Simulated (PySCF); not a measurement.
Compound: C2H11OPSi2.
Cartesian coordinates in Å at the GFN2-xTB level; atoms count from 1:
```
atom  x, y, z in Å
C1    -1.5361   -1.4466    0.6239
O2    -0.3529   -0.7055    0.5553
C3    -0.3318    0.3242   -0.4565
Si4   -0.9338    1.9370    0.3587
Si5    1.4827    0.2691   -1.0913
P6     2.0742   -1.5805   -0.0079
H7    -2.3909   -0.8115    0.8825
H8    -1.3911   -2.1937    1.4028
H9    -1.7459   -1.9524   -0.3268
H10   -0.9929    0.0276   -1.2792
H11   -0.9398    2.9946   -0.6511
H12   -0.0352    2.2455    1.4678
H13   -2.2923    1.7527    0.8778
H14    2.1935    1.5151   -0.7768
H15    1.5427    0.0888   -2.5469
H16    3.4371   -1.4802   -0.2681
H17    2.2055   -0.9722    1.2259
```

The closed-shell SCF was solved with PySCF and density fitting under several settings on one GFN2-xTB geometry (grid level 2 and gas phase unless stated).

```
                                                     settings  basis functions  SCF cycles      E (Eh)  HOMO (eV)  LUMO (eV)  dipole (D)
                                                PBE0/pcSseg-1              178          14  -1077.7409      -6.87       0.18        1.41
                                          CAM-B3LYP/def2-SVPD              223          12  -1077.8991      -8.16       0.95        1.45
X3LYP/MINI, IEF-PCM water, fitting basis def2-universal-jkfit               53           9  -1071.9187      -7.61      -0.64        1.44
                         mPW1PW91/pcseg-1, level shift 0.3 Eh              151          13  -1078.2817      -6.88       0.10        1.49
```

Question: Estimate the row for these settings: PBE0/pcseg-1, damping 0.1 at the start, DIIS from the seventh cycle.

Answer: 
```tsv
settings	basis functions	SCF cycles	E (Eh)	HOMO (eV)	LUMO (eV)	dipole (D)
PBE0/pcseg-1, damping 0.1 at the start, DIIS from the seventh cycle	151	18	-1077.7208	-6.86	0.07	1.48
```

Question: Over all rows, what range does the HOMO–LUMO gap span?

Answer: From 6.93 eV (PBE0/pcseg-1, damping 0.1 at the start, DIIS from the seventh cycle) to 9.11 eV (CAM-B3LYP/def2-SVPD). The functional of the narrowest has 25 % exact exchange, that of the widest range-separated exact exchange.

Question: And the dipole moment?

Answer: From 1.41 D (PBE0/pcSseg-1) to 1.49 D (mPW1PW91/pcseg-1, level shift 0.3 Eh); the largest is 1.06 times the smallest, and the median is 1.45 D.

Question: Compare two rows with the functional PBE0: PBE0/pcSseg-1 and PBE0/pcseg-1, damping 0.1 at the start, DIIS from the seventh cycle. Which energy is lower, and by how much?

Answer: PBE0/pcSseg-1 (178 functions) lies 0.0201 Eh or 13 kcal/mol below PBE0/pcseg-1, damping 0.1 at the start, DIIS from the seventh cycle (151 functions).

Cycle counts include a coarse-grid stage where the run had one. The structure is a single GFN2-xTB conformer; no vibrational corrections.
